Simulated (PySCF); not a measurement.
## How methods differ on the excitation energy of In

In [Kr] 4d10 5s2 5p1 (2P) → In [Kr] 4d10 5s2 6s1 (2S), as a difference of total energies. All numbers are calculated (PySCF 2.14, scalar relativity by spin-free X2C-1e, in aug-cc-pVTZ-DK3). Correlated levels: valence: [Kr] 4d10 frozen. The calculations carry no spin-orbit coupling.

| method | excitation energy (eV) | error (eV) |
| --- | --- | --- |
| UHF | 2.717 | -0.122 |
| MP2 (valence) | 2.769 | -0.070 |
| SCS-MP2 (valence) | 2.773 | -0.066 |
| CCSD (valence) | 2.801 | -0.038 |
| CCSD(T) (valence) | 2.804 | -0.035 |

Reference: 2.839 eV (measured; NIST levels, between the centres of gravity of the two terms).

Errors of the correlated levels include the incompleteness of this basis and the frozen core.
